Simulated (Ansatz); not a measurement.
Saddle point of AlH3Cl2O, closed shell (AlHCl₂ ([Cl][AlH][Cl]) + H₂O → AlHCl₂O ([OH][Al]([Cl])[Cl]) + H₂; bonds formed: H2–H5; dative contacts that become bonds: Al1–O6; bonds broken: Al1–H2, H5–O6), PBE0-D4/def2-TZVP structure:

Al1  (-0.385, -0.512, -0.109)
H2  (0.318, -0.205, 1.456)
Cl3  (0.040, -2.426, -0.805)
Cl4  (-2.323, 0.261, -0.244)
H5  (0.791, 0.477, 0.785)
O6  (0.893, 0.752, -0.416)
H7  (0.665, 1.653, -0.667)
(Å)

Energies are electronic, without zero-point energy. Barriers and step energies count from the start structure reached by relaxing down the imaginary mode; all methods use the PBE0-D4 structures, on which another method's saddle can fall below an end. Ansatz 0.2.0; basis: def2-TZVPP, with def2-QZVPP for the basis limit; cores frozen in the correlated methods. B3LYP uses VWN-RPA correlation. Extrapolation: Hartree–Fock as exp(−7.88 √X), correlation as X^−2.97.

| method | barrier (kcal/mol) | step energy (kcal/mol) |
| --- | --- | --- |
| SPW92 | 11.94 | -1.09 |
| PBE-D4 | 14.90 | -4.22 |
| BLYP-D4 | 16.48 | -6.31 |
| r2SCAN-D4 | 16.12 | -4.72 |
| B97M-V | 19.89 | -1.47 |
| PBE0-D4 | 18.38 | -2.59 |
| B3LYP-D4 | ? | -4.71 |
| r2SCAN0-D4 | ? | -3.30 |
| BHLYP-D4 | 23.17 | -2.93 |
| CAM-B3LYP-D4 | 19.93 | -3.54 |
| wB97X-V | 20.74 | -3.13 |
| wB97M-V | 20.74 | -3.44 |
| B2PLYP | 19.71 | -4.81 |
| PBE-QIDH | ? | -2.78 |
| RPA on PBE | 20.43 | -4.05 |
| HF | 31.06 | -1.44 |
| MP2 | 19.68 | -5.31 |
| CCSD | 22.69 | -3.43 |
| CCSD(T) | 21.03 | -3.94 |

Fill in the withheld barriers. (Judge from chemistry; the value comes from the calculation.)

Computed: PBE-QIDH 20.39; r2SCAN0-D4 19.02; B3LYP-D4 19.06 kcal/mol. Each is the energy of the saddle less that of the start structure, by the same method.

For comparison, the barrier by CCSD(T) at an estimated basis limit (MP2 extrapolated from triple and quadruple zeta, plus CCSD(T) − MP2 in triple zeta) is 21.02 kcal/mol.

No T1 diagnostic of these runs exceeds 0.011.

The step is the kind of ligand exchange by which a precursor binds to a hydroxyl group, or is hydrolysed, in atomic layer deposition of oxides.

Labels in which every atom is bracketed show which atoms are joined, not bond orders.

For scale, one of the runs: CCSD(T)/def2-TZVPP, 199 basis functions, launched by `ansatz run in.yaml --threads 4 --pin off --events-out ev --progress --plain --max-ram 9574MiB`. Time: 29 s of wall clock on 4 CPU threads of an Arm Neoverse V2; the host was shared. Peak host memory: 2.2 GiB.
